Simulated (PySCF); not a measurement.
Ionisation energy of Tc³¹⁺ by level of theory

Tc³¹⁺ [Ne] 3s2 (1S) → Tc³²⁺ [Ne] 3s1 (2S), as a difference of total energies. All numbers are calculated (PySCF 2.14, the spin-free X2C one-electron Hamiltonian (Gaussian nucleus), in an uncontracted even-tempered set (18 s from 4.7 bohr⁻², ratio 2.5; 11 p from 6.1 bohr⁻², ratio 2.5; 4 d from 23 bohr⁻², ratio 2.7; 4 f from 34 bohr⁻², ratio 2.7)). Correlated levels: outer shells: 1s2 frozen; virtual orbitals above 40 to 60 times the deepest correlated orbital energy dropped. The calculations carry no spin-orbit coupling.

| method | ionisation energy (eV) |
| --- | --- |
| UHF | 1831.4 |
| LDA | 1835.2 |
| r2SCAN | 1831.7 |
| M06-2X | 1835.7 |
| TPSS | 1835.0 |
| MP2 (outer shells) | 1834.5 |
| SCS-MP2 (outer shells) | 1834.9 |

Estimate what PBE0 gives.

1835.6 eV, closest to M06-2X among the rows shown.

Estimate what PBE gives.

1836.6 eV, closest to M06-2X among the rows shown.

Breit and QED terms and the two-electron picture change are absent.

For comparison: 1838 ± 3 eV (semi-empirical (NIST evaluation); NIST Atomic Spectra Database, ionization energies).
